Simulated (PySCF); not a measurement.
# `C=CC[SiH2]P[SiH2]O`, C$_{3}$H$_{11}$OPSi$_{2}$

Geometry:
```csv
atom,x (Å),y (Å),z (Å)
C1,-2.462,0.585,0.965
C2,-2.352,0.150,-0.278
C3,-1.831,-1.188,-0.659
Si4,-0.032,-1.060,-1.306
P5,1.247,-0.446,0.407
Si6,2.809,0.781,-0.625
O7,3.782,1.435,0.495
H8,-2.819,1.574,1.197
H9,-2.205,-0.040,1.806
H10,-2.614,0.799,-1.105
H11,-2.453,-1.623,-1.441
H12,-1.851,-1.857,0.202
H13,0.436,-2.380,-1.738
H14,-0.002,-0.148,-2.459
H15,0.463,0.619,0.796
H16,3.549,-0.129,-1.502
H17,2.323,1.957,-1.334
H18,4.004,0.975,1.302
```

Level of theory: GIAO KT3/pcSseg-1 magnetisability, rotational g tensor and spin-rotation constants, non-relativistic, gas phase in PySCF. Geometry: GFN2-xTB.

(1) What are the magnetisability and the molar susceptibility?

(2) Split it along the inertial axes a, b, c into diamagnetic and paramagnetic parts about the centre of mass, with the quadrupole moment.

(3) And the rotational g tensor?

Results:

(1) Isotropic -1537 × 10⁻³⁰ J/T², or -92.6 × 10⁻⁶ cm³/mol; principal values -1626, -1544, -1442 × 10⁻³⁰ J/T², anisotropy 159 × 10⁻³⁰ J/T² (root of half the summed squared differences of the principal values). The susceptibility is in cgs units.

(2) 
| axis | χ (10⁻⁶ cm³/mol) | diamagnetic (10⁻⁶ cm³/mol) | paramagnetic (10⁻⁶ cm³/mol) | summed x² of all electrons (Å²) | quadrupole Θ (D Å) |
| --- | --- | --- | --- | --- | --- |
| a | -97.6 | -608.4 | 510.8 | 407.9 | -1.59 |
| b | -93.2 | -1916.0 | 1822.8 | 99.7 | +1.57 |
| c | -87.0 | -2153.4 | 2066.4 | 43.7 | +0.01 |

Anisotropies 2χaa − χbb − χcc = -15.0 and 2χbb − χaa − χcc = -1.8 × 10⁻⁶ cm³/mol. Θ is traceless in Buckingham's convention.

(3) 
| axis | rotational constant (GHz) | g | nuclear part | electronic part |
| --- | --- | --- | --- | --- |
| a | 2.6541 | -0.0263 | 0.6107 | -0.6370 |
| b | 0.6609 | -0.0085 | 0.5575 | -0.5660 |
| c | 0.5870 | -0.0090 | 0.5608 | -0.5698 |

Asymmetric top; isotopes 12C, 1H, 16O, 31P, 28Si; no vibrational averaging.
